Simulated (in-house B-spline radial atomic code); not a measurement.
A fraction x of an electron is removed from 2p in neutral boron, starting from [He] 2s2 2p1 and keeping the highest spin. Method: non-relativistic RPBE, spin-polarised, spherical fractional occupations, point nucleus. Calculated with a B-spline radial code for spherical atoms.

```tsv
x	E(x) - E(0) (eV)	2p up level (eV)
0	0.0000	-3.993
0.12	0.5375	-4.973
0.19	0.9062	-5.564
0.31	1.6363	-6.611
0.45	2.6503	-7.881
0.5	3.0559	-8.347
0.54	3.3974	-8.724
0.74	5.3347	-10.664
0.87	6.8057	-11.972
0.88	6.9259	-12.075
1	8.4490	-
```

The exact functional would give a straight line between the two integer points. Deviations E(x) - E(0) - x[E(1) - E(0)], in eV: -0.476 at x = 0.12, -0.699 at x = 0.19, -0.983 at x = 0.31, -1.152 at x = 0.45, -1.169 at x = 0.5, -1.165 at x = 0.54, -0.918 at x = 0.74, -0.545 at x = 0.87, -0.509 at x = 0.88.

The curve lies below the straight line by up to 1.169 eV (at x = 0.5): convex, the delocalisation error that favours fractional charges.

Q: How well does Slater's transition state (minus the level at half occupation) give the ionisation energy?

A: It gives 8.347 eV against 8.449 eV from the two total energies; NIST lists 8.30 eV, ground level to ground level.
